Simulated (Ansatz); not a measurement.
**Correcting a cheap level on molecular compounds of Mg**

The vertical ionisation energy (cation less neutral) in eV of 6 molecular compounds of Mg: x at PBE0-D4/def2-TZVPP, y at CCSD(T)/def2-TZVPP. Shapes, held fixed at every level: PBE0-D4/def2-TZVP. Programs: Ansatz 0.2.0.

| molecule | x (eV) | y (eV) |
| --- | --- | --- |
| CH5MgNO (SMILES C[O][Mg][NH2]) | 8.50 | 8.82 |
| Mg(NH2)F | 9.18 | 9.16 |
| Mg(SH)Cl | 9.81 | 9.78 |
| Mg(SH)F | 9.90 | 9.82 |
| Mg(OH)2 | 10.16 | ? |
| MgBrCl (SMILES [Cl][Mg][Br]) | 10.76 | 11.00 |

Question: Fit y = c + s·x to the known rows and predict y for Mg(OH)2.

Answer: 
1. Means of the 5 rows: x = 9.6300, y = 9.716.
2. Σ(Δx)² = 2.8616, Σ(Δx·Δy) = 2.7532, so the slope is 2.7532/2.8616 = 0.96212.
3. Intercept: 9.716 − (0.96212) × 9.6300 = 0.451. The largest residual of the fit is 0.20.
4. Mg(OH)2: 0.451 + 0.96212 × 10.16 = 10.23 eV.

CCSD(T)/def2-TZVPP gives 10.86 eV, so the prediction is off by -0.63 eV, more than the largest residual. Uncorrected, PBE0-D4/def2-TZVPP misses it by -0.70 eV, and the other rows by 0.14 on average. The line doesn't help this one. Left out in turn, the other rows are missed by 0.32 eV on average, worse than no correction. Cations run unrestricted. Relativity is left out for Br. Outer-core shells of Br, Mg are correlated, in sets that cover them unevenly.
